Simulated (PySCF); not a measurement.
Compound: C2H4BClS2.
SMILES with atom numbers: `[Cl:1][B:2]1[S:3][CH2:4][CH2:5][S:6]1` (hydrogens: H7, H8 on C4; H9, H10 on C5)

Method used: PBE0-D3(BJ)/def2-SVP geometry optimisation, gas phase in PySCF.

(1) List the bond lengths, angles and torsions at this level.

Answers

(1) 
```
                  bond  length (Å)   order
                Cl1–B2       1.752  single
          B2–S3, B2–S6       1.798  single
          S3–C4, C5–S6       1.830  single
                 C4–C5       1.514  single
C4–H7 and 3 like bonds       1.101  single
```

Bonds in one row agree within 0.01 Å and their mean is given. Orders are formal, as drawn. A selection of angles:
```
    angle  degrees
Cl1–B2–S3    122.1
 S3–B2–S6    115.9
 B2–S3–C4     94.2
 S3–C4–C5    109.6
 S3–C4–H7    107.9
 C5–C4–H7    111.2
 H7–C4–H8    108.5
```

Dihedral angles: Cl1–B2–S3–C4 170° (antiperiplanar); B2–S3–C4–C5 33° (synclinal); S3–C4–C5–S6 -45° (synclinal); C4–C5–S6–B2 33° (synclinal); Cl1–B2–S6–C5 169° (antiperiplanar). The mirror-image conformer, all signs reversed, is as good.

The 5-membered ring B2–S3–C4–C5–S6 has internal angles of 94.0° to 115.9° (sum 523°, against 540° for a flat polygon); it is puckered, 0.19 Å rms from its mean plane, widest ring torsion 45°. B2 (three-coordinate boron) is planar (angles 122.1°, 122.0° and 115.9°, sum 360.0°, 0.00 Å off the plane of its three neighbours).

Point group: C2 (tolerance 0.08 Å). Not checked by PBE0-D3(BJ)/def2-SVP frequencies. The numbers are those of one conformer.

Hardware: one thread, Arm Neoverse V2 (aarch64), shared host with 32 logical CPUs at a one-minute load of 31. Cost: 37 s, 0.51 GiB resident at most. This is the geometry optimisation.
